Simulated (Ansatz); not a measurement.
Geometry optimisation, RKS BHLYP-D4/6-31G* (Ansatz).

input.yaml

```yaml
crystal:
  periodic: [false, false, false]
  atoms:
    - { symbol: Al, position_ang: [0.141464, -0.148741, 0.13912] }
    - { symbol: O, position_ang: [-0.249234, -0.493495, 1.800929] }
    - { symbol: H, position_ang: [-1.162908, -0.603598, 2.05753] }
    - { symbol: H, position_ang: [1.62227, -0.123134, -0.34744] }
    - { symbol: F, position_ang: [-1.099069, 0.075437, -0.913638] }
    - { symbol: P, position_ang: [0.139875, 3.043611, 1.522639] }
    - { symbol: H, position_ang: [1.542397, 2.885434, 1.423638] }
    - { symbol: H, position_ang: [-0.094511, 2.762866, 0.150442] }
    - { symbol: H, position_ang: [-0.083984, 1.713019, 1.95838] }
basis:
  gaussian: { orbitals: "6-31G*" }
hamiltonian:
  xc: { name: BHLYP }
  dispersion: d4
relax:
  f_tol: 0.03
  max_steps: 50
output:
  orbitals: {}
```

Launched with:

```bash
$ ansatz run input.yaml --threads 1 --pin off --max-ram 2048MiB --backend cpu --events-out ev --progress --plain --runs-dir out
```

Problem. Where does it end, and by what steps?

Solution. The forces met the threshold. The force dipped under the threshold on the way, but the program's further checks kept it going. After 11 steps the energy has fallen by 0.105 eV; H7 moved furthest, 0.42 Å.

```json
{"step": "0", "energy less start (eV)": "0.0000", "largest force component (eV/Å)": "1.149", "accepted": "yes"}
{"step": "1", "energy less start (eV)": "-0.0586", "largest force component (eV/Å)": "0.831", "accepted": "yes"}
{"step": "2", "energy less start (eV)": "0.0705", "largest force component (eV/Å)": "1.359", "accepted": "no"}
{"step": "3", "energy less start (eV)": "-0.0840", "largest force component (eV/Å)": "0.190", "accepted": "yes"}
{"step": "4", "energy less start (eV)": "-0.0942", "largest force component (eV/Å)": "0.239", "accepted": "yes"}
{"step": "5", "energy less start (eV)": "-0.0979", "largest force component (eV/Å)": "0.183", "accepted": "yes"}
{"step": "6", "energy less start (eV)": "-0.1009", "largest force component (eV/Å)": "0.219", "accepted": "yes"}
{"step": "7", "energy less start (eV)": "-0.0921", "largest force component (eV/Å)": "0.992", "accepted": "no"}
{"step": "8", "energy less start (eV)": "-0.1038", "largest force component (eV/Å)": "0.072", "accepted": "yes"}
{"step": "9", "energy less start (eV)": "-0.1048", "largest force component (eV/Å)": "0.025", "accepted": "yes"}
{"step": "10", "energy less start (eV)": "-0.1051", "largest force component (eV/Å)": "0.026", "accepted": "yes"}
{"step": "11", "energy less start (eV)": "-0.1053", "largest force component (eV/Å)": "0.028", "accepted": "yes"}
```

```xyz
9
Properties=species:S:1:pos:R:3
Al 0.190 -0.125 0.241
O -0.332 -0.787 1.703
H -1.244 -0.867 1.967
H 1.704 -0.117 -0.122
F -0.925 0.405 -0.846
P 0.250 3.166 1.408
H 1.536 2.728 1.030
H -0.383 2.695 0.239
H -0.040 2.015 2.172
```

Run time: 38 s on 1 thread of Arm Neoverse V2 (shared host), peak memory 0.15 GiB.
